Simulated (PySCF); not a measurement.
# Radial density of Cu⁺ (copper, charge +1)

UHF, [Ar] 3d10, closed-shell 1S. Computed with PySCF 2.14 in jorge-DZP-DKH, with scalar relativity by spin-free X2C-1e.

| r (bohr) | 4πr²ρ (e/bohr) |
| --- | --- |
| 0.000809 | 0.2070 |
| 0.00136 | 0.5376 |
| 0.00229 | 1.308 |
| 0.00385 | 3.114 |
| 0.00648 | 7.073 |
| 0.0109 | 14.66 |
| 0.0183 | 25.84 |
| 0.0308 | 34.82 |
| 0.0518 | 32.22 |
| 0.0872 | 28.27 |
| 0.147 | 39.28 |
| 0.247 | 29.42 |
| 0.415 | 18.14 |
| 0.698 | 21.81 |
| 1.17 | 8.023 |
| 1.98 | 1.242 |
| 3.32 | 0.07458 |

Densities and radii are taken from the X2C orbitals without a picture-change correction, which distorts them close to the nucleus.
